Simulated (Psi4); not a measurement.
C₆H₁₄B, doublet, geometry from GFN2-xTB; CCSD(T)/STO-3G in Psi4.

Input for Psi4:
```
memory 2 GB

molecule mol {
0 2
C    -0.815713    1.496443    0.496070
C    -1.123709    1.199251   -0.878892
B     0.016475    0.173867   -0.176798
C    -0.407612   -1.290100    0.314214
C    -1.896254   -1.641160    0.273617
C     1.539916    0.433590   -0.602807
C     2.572558   -0.065943    0.415335
H    -0.188695    2.342975    0.726713
H    -1.526282    1.235784    1.263980
H    -0.726904    1.839880   -1.651128
H    -2.070661    0.741393   -1.114281
H     0.132875   -2.046840   -0.262305
H    -0.064673   -1.423393    1.346820
H    -2.265083   -1.632117   -0.750060
H    -2.068938   -2.635987    0.681827
H    -2.483654   -0.934692    0.856409
H     1.749186   -0.072101   -1.551798
H     1.727856    1.495419   -0.782996
H     3.586309    0.140111    0.075825
H     2.426915    0.425668    1.374732
H     2.474262   -1.137933    0.565030
}

set {
  basis sto-3g
  reference uhf
  puream true
}

energy('ccsd(t)')
print_variables()
```

Q: What does Psi4 print? Leave out banner, timings and long lists.

A: 
```
   => Loading Basis Set <=

    Name: STO-3G
    Role: ORBITAL
    Keyword: BASIS

         ---------------------------------------------------------
                                   SCF
               by Justin Turney, Rob Parrish, Andy Simmonett
                          and Daniel G. A. Smith
                              UHF Reference
         ---------------------------------------------------------

  ==> Geometry <==

    Molecular point group: c1
    Full point group: C1

    Geometry (in Angstrom), charge = 0, multiplicity = 2:

       Center              X                  Y                   Z               Mass
    ------------   -----------------  -----------------  -----------------  -----------------
         C           -0.808707362406     1.477658903101     0.505863332885    12.000000000000
         C           -1.116703362406     1.180466903101    -0.869098667115    12.000000000000
         B            0.023480637594     0.155082903101    -0.167004667115    11.009305360000
         C           -0.400606362406    -1.308884096899     0.324007332885    12.000000000000
         C           -1.889248362406    -1.659944096899     0.283410332885    12.000000000000
         C            1.546921637594     0.414805903101    -0.593013667115    12.000000000000
         C            2.579563637594    -0.084727096899     0.425128332885    12.000000000000
         H           -0.181689362406     2.324190903101     0.736506332885     1.007825032230
         H           -1.519276362406     1.216999903101     1.273773332885     1.007825032230
         H           -0.719898362406     1.821095903101    -1.641334667115     1.007825032230
         H           -2.063655362406     0.722608903101    -1.104487667115     1.007825032230
         H            0.139880637594    -2.065624096899    -0.252511667115     1.007825032230
         H           -0.057667362406    -1.442177096899     1.356613332885     1.007825032230
         H           -2.258077362406    -1.650901096899    -0.740266667115     1.007825032230
         H           -2.061932362406    -2.654771096899     0.691620332885     1.007825032230
         H           -2.476648362406    -0.953476096899     0.866202332885     1.007825032230
         H            1.756191637594    -0.090885096899    -1.542004667115     1.007825032230
         H            1.734861637594     1.476634903101    -0.773202667115     1.007825032230
[...]
  @UHF Final Energy:  -256.91352660825083
    Total Energy =                       -256.9135266082508338
[...]
     19  19  18  20        -0.0239609380
     27  26   2   0         0.0230708216
     25  14   0   0         0.0228184206
     27  26   2   1         0.0220353910

    SCF energy       (wfn)                    = -256.913526608250834
    Reference energy (file100)                = -256.913526608251516

    Opposite-spin MP2 correlation energy      =   -0.304307588822822
    Same-spin MP2 correlation energy          =   -0.042702479430776
    Singles MP2 correlation energy            =   -0.000000000000000
    MP2 correlation energy                    =   -0.347010068253598
      * MP2 total energy                      = -257.260536676505126

    Opposite-spin CCSD correlation energy     =   -0.418515148742494
    Same-spin CCSD correlation energy         =   -0.037583853632435
    Singles CCSD correlation energy           =    0.000000000000000
    CCSD correlation energy                   =   -0.456099002374929
      * CCSD total energy                     = -257.369625610626429

            **************************
            *                        *
            *        CCTRIPLES       *
            *                        *
            **************************

    Wave function   =    CCSD_T
    Reference wfn   =      UHF

    Nuclear Rep. energy (wfn)                =  297.183030561270755
    SCF energy          (wfn)                = -256.913526608250834
    Reference energy    (file100)            = -256.913526608251516
    CCSD energy         (file100)            =   -0.456099002374929
    Total CCSD energy   (file100)            = -257.369625610626429

    Number of ijk index combinations:
    Spin Case AAA:                                3276
    Spin Case BBB:                                2925
    Spin Case AAB:                               10206
    Spin Case ABB:                                9828
    AAA (T) energy                             =   -0.000055862654186
    BBB (T) energy                             =   -0.000070005983561
    AAB (T) energy                             =   -0.001931775157472
    ABB (T) energy                             =   -0.001867939256116
    (T) energy                                   =   -0.003925583051336
      * CCSD(T) total energy                     = -257.373551193677770

  Variable Map:
  ----------------------------------------------------------------------------
[...]
  Array Variable Map:
  ----------------------------------------------------------------------------
[...]
[...]
```
